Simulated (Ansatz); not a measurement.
Basis-set extrapolation for `BCCCl` (PBE0-D4/def2-TZVP geometry, frozen core, the Gaussian-basis code of Ansatz). Multiplicity 1, RHF reference.

```
                      def2-TZVPP   def2-QZVPP
                 HF  -563.445565  -563.463360
    MP2 correlation    -0.639242    -0.687279
CCSD(T) correlation    -0.718398      not run
```

Energies in hartree. Use E(X) = E(∞) + A·exp(−7.88·√X) for Hartree–Fock and E(X) = E(∞) + B·X^(−2.97) for correlation, with X = 3 and 4, and add CCSD(T) minus MP2 of the smaller set to the MP2 limit.

Q: What is the CCSD(T) energy at the basis-set limit?

A: HF limit: -563.463360 + (-0.017795) × 0.13774 = -563.46581. MP2 limit: -0.687279 + (-0.048037) × 0.74074 = -0.72286. Higher-order term: -0.718398 − (-0.639242) = -0.07916. Total: -564.26783 hartree, 2.83 eV below CCSD(T)/def2-TZVPP.
